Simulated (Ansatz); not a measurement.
## Molecular dynamics, step by step

CH3BFN (SMILES N=CBF), closed shell, r2SCAN-D4/cc-pVDZ (Ansatz 0.2.0). Settings (timestep in fs, temperature in K; T counts 15 degrees of freedom):

```yaml
hamiltonian: {xc: r2scan, dispersion: d4}
md: {n_steps: 60, timestep: 0.5, temperature: 1000, ensemble: nve, seed: 291, initial_velocities: maxwell_boltzmann}
```

Start (the SMILES describes the start alone):

```xyz
7
angstrom
N 0.4832 1.0451 -1.0551
C -0.1106 0.7052 0.0104
B -0.2397 -0.7621 0.5849
F 0.2817 -1.7368 -0.1257
H 0.9033 0.2658 -1.5665
H -0.5585 1.5360 0.5565
H -0.7593 -1.0532 1.5954
```

```csv
step,time (fs),potential energy less the start (meV),kinetic energy (meV),T (K)
0,0.00,0.0,646.3,1000
4,2.00,178.0,470.1,727
8,4.00,290.3,357.1,552
12,6.00,392.5,255.5,395
16,8.00,387.1,261.4,405
20,10.00,210.3,436.1,675
24,12.00,243.4,404.1,625
28,14.00,304.4,343.5,532
32,16.00,294.4,352.6,546
36,18.00,378.2,270.4,418
40,20.00,275.4,372.3,576
44,22.00,156.8,489.8,758
48,24.00,216.3,431.9,668
52,26.00,225.4,421.4,652
56,28.00,343.1,304.9,472
60,30.00,381.8,266.4,412
```

Step 20, positions (Å) and forces (eV/Å):

| atom | x | y | z | Fx | Fy | Fz |
| --- | --- | --- | --- | --- | --- | --- |
| N1 | 0.537 | 1.065 | -1.036 | -1.475 | -0.065 | 0.854 |
| C2 | -0.168 | 0.644 | -0.016 | -0.072 | 2.760 | -1.031 |
| B3 | -0.234 | -0.742 | 0.583 | 0.597 | -0.407 | 0.662 |
| F4 | 0.271 | -1.731 | -0.130 | 0.029 | -1.072 | -0.328 |
| H5 | 0.769 | 0.263 | -1.627 | 0.661 | -0.609 | 0.074 |
| H6 | -0.656 | 1.456 | 0.591 | 0.567 | -0.181 | -0.210 |
| H7 | -0.449 | -0.848 | 1.765 | -0.306 | -0.427 | -0.021 |

Step 40, positions (Å) and forces (eV/Å):

```tsv
atom	x	y	z	Fx	Fy	Fz
N1	0.542	1.063	-1.021	0.168	0.194	-0.306
C2	-0.234	0.709	-0.073	0.013	0.750	3.076
B3	-0.197	-0.722	0.634	0.694	-1.308	-0.726
F4	0.268	-1.778	-0.154	-0.699	1.373	1.087
H5	0.965	0.200	-1.367	0.158	-0.479	-0.761
H6	-0.568	1.564	0.634	-0.330	-0.796	-1.276
H7	-0.368	-0.959	1.855	-0.004	0.266	-1.095
```

Step 56, positions (Å) and forces (eV/Å):

```json
{"atom": "N1", "x": "0.554", "y": "1.042", "z": "-1.031", "Fx": "-2.116", "Fy": "1.178", "Fz": "1.883"}
{"atom": "C2", "x": "-0.261", "y": "0.763", "z": "-0.015", "Fx": "1.839", "Fy": "-0.010", "Fz": "-1.846"}
{"atom": "B3", "x": "-0.121", "y": "-0.767", "z": "0.601", "Fx": "-1.506", "Fy": "2.356", "Fz": "0.722"}
{"atom": "F4", "x": "0.244", "y": "-1.779", "z": "-0.143", "Fx": "0.563", "Fy": "-0.412", "Fz": "-1.000"}
{"atom": "H5", "x": "1.073", "y": "0.242", "z": "-1.352", "Fx": "0.411", "Fy": "-1.217", "Fz": "-0.073"}
{"atom": "H6", "x": "-0.848", "y": "1.714", "z": "0.328", "Fx": "0.704", "Fy": "-1.857", "Fz": "-0.079"}
{"atom": "H7", "x": "-0.396", "y": "-1.013", "z": "1.739", "Fx": "0.104", "Fy": "-0.039", "Fz": "0.394"}
```

Last step (60):

```
7
angstrom
N 0.5482 1.0380 -1.0247
C -0.2492 0.7689 -0.0124
B -0.1107 -0.7634 0.5902
F 0.2397 -1.7784 -0.1424
H 1.0780 0.2264 -1.3375
H -0.9347 1.6963 0.2688
H -0.4026 -1.0347 1.7617
```

The run took about 73 s on 2 CPU threads of an Arm Neoverse V2 (shared host).
